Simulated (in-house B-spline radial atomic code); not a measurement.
Nb⁸⁺: [Ar] 3d10 4s2 4p3

Method: non-relativistic SCAN, spin-polarised, spherical fractional occupations, point nucleus. Calculated with an all-electron radial atomic-structure program (B-spline basis).

Screening seen three ways: the hydrogenic charge with the same mean radius, Z_r = [3n² - l(l+1)]/(2<r>), the one with the same energy, Z_e = n√(-2ε), and Slater's rules. Values are occupation-weighted means over spin.

```json
{"shell": "1s", "electrons": "2", "ε (eV)": "-18536", "<r> (bohr)": "0.03721", "Z_r": "40.31", "Z_e": "36.91", "Slater": "40.70"}
{"shell": "2s", "electrons": "2", "ε (eV)": "-2679.3", "<r> (bohr)": "0.1627", "Z_r": "36.87", "Z_e": "28.07", "Slater": "36.85"}
{"shell": "2p", "electrons": "6", "ε (eV)": "-2469.8", "<r> (bohr)": "0.1397", "Z_r": "35.78", "Z_e": "26.95", "Slater": "36.85"}
{"shell": "3s", "electrons": "2", "ε (eV)": "-559.43", "<r> (bohr)": "0.4523", "Z_r": "29.85", "Z_e": "19.24", "Slater": "29.75"}
{"shell": "3p", "electrons": "6", "ε (eV)": "-478.97", "<r> (bohr)": "0.4484", "Z_r": "27.88", "Z_e": "17.80", "Slater": "29.75"}
{"shell": "3d", "electrons": "10", "ε (eV)": "-333.27", "<r> (bohr)": "0.4284", "Z_r": "24.51", "Z_e": "14.85", "Slater": "19.85"}
{"shell": "4s", "electrons": "2", "ε (eV)": "-172.97", "<r> (bohr)": "1.094", "Z_r": "21.95", "Z_e": "14.26", "Slater": "14.30"}
{"shell": "4p", "electrons": "3", "ε (eV)": "-151.45", "<r> (bohr)": "1.152", "Z_r": "19.97", "Z_e": "13.35", "Slater": "14.30"}
```

The least bound orbital is 4p up at -151.4 eV, and it is also the most diffuse (<r> = 1.152 bohr).
